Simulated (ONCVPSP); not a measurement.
**Transferability test, ONCV potential for cobalt (Co)**

```
Element                 : cobalt
Generator               : ONCVPSP 4.0.1
Type                    : optimised norm-conserving Vanderbilt (ONCV)
Functional              : LDA (Perdew-Wang 92)
Relativity              : scalar-relativistic
Frozen core             : [Ne]
Valence charge          : 17
Reference configuration : 3s2 3p6 3d7 4s2
Partial waves           : 3s+4s: rc 1.30 bohr, ncon 4, nbas 7, qcut 8.7 1/bohr, 2 projectors; 3p: rc 1.15 bohr, ncon 4, nbas 8, qcut 10.7 1/bohr, 2 projectors, debl 3.7 Ha; 3d: rc 1.35 bohr, ncon 4, nbas 9, qcut 9.3 1/bohr, 3 projectors, debl 1.2 Ha
Local potential         : polynomial inside 0.95 bohr (lpopt 5, dvloc0 3 Ha)
Core correction         : Teter function, fcfact 4.75, rcfact 1.5
```

Energies are relative to the spin-unpolarised reference configuration 3s2 3p6 3d7 4s2; without spin polarisation the order of configurations can differ from experiment.

```json
{"valence configuration": "3s2 3p6 3d7 4s1", "charge": "+1", "ΔE all-electron (eV)": "9.289", "error AE − PS (meV)": "+0.4"}
{"valence configuration": "3s2 3p6 3d6 4s2 4p1", "charge": "0", "ΔE all-electron (eV)": "9.782", "error AE − PS (meV)": "+48"}
```

Question: What are ΔE and the potential's error for 3s2 3p6 3d6 4s0?

Answer: ΔE = 62.560 eV all-electron; the error (AE − PS) is +16 meV.

Question: What are ΔE and the potential's error for 3s2 3p6 3d7 4s0?

Answer: ΔE = 26.367 eV all-electron; the error (AE − PS) is +4.1 meV.

Levels in the configuration 3s2 3p6 3d6 4s0:

```json
{"level": "3s", "all-electron (eV)": "-140.268", "pseudo (eV)": "-140.309"}
{"level": "3p", "all-electron (eV)": "-103.699", "pseudo (eV)": "-103.705"}
{"level": "3d", "all-electron (eV)": "-45.481", "pseudo (eV)": "-45.390"}
```
